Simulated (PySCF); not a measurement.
H8NPSi2.
Bonds: Si1–N2, N2–Si3, Si3–P4. Hydrogens: H5, H6, H7 on Si1; H8 on N2; H9, H10 on Si3; H11, H12 on P4.

Torsions of this conformer, `[SiH3:1][NH:2][SiH2:3][PH2:4]`: Si1–N2–Si3–P4 131°, H–P4–Si3–N2 -177°, H–P4–Si3–N2 -82°.

The closed-shell ground state was solved at several levels (PySCF, density fitting, gas phase, non-relativistic). Geometry: PBE0-D3(BJ)/def2-SVP, one conformer, isolated molecule.

```json
{"level": "B3LYP/pcSseg-2", "basis functions": "277", "HOMO (eV)": "-7.05", "LUMO (eV)": "-0.51", "gap (eV)": "6.54", "dipole (D)": "0.25"}
{"level": "CAM-B3LYP/def2-SVPD", "basis functions": "156", "HOMO (eV)": "-8.50", "LUMO (eV)": "0.66", "gap (eV)": "9.16", "dipole (D)": "0.26"}
```

**Question.** Estimate the row for PBE0/pcSseg-1, a basis of 129 functions; the other rows only guide the guess.

**Answer.** HOMO -7.25 eV, LUMO 0.02 eV, gap 7.27 eV, dipole 0.35 D.

**Question.** Over all these levels, which gives the widest orbital gap and which the narrowest?

**Answer.** CAM-B3LYP/def2-SVPD (range-separated hybrid) has the widest, 9.16 eV, and B3LYP/pcSseg-2 (global hybrid, 20 % exact exchange) the narrowest, 6.54 eV. Functional and basis both differ between the two, so the spread mixes both effects.

**Question.** How far do the dipole and the HOMO energy spread over the levels?

**Answer.** The dipole runs from 0.25 to 0.35 D (mean 0.29 D) and the HOMO from -8.50 to -7.05 eV.
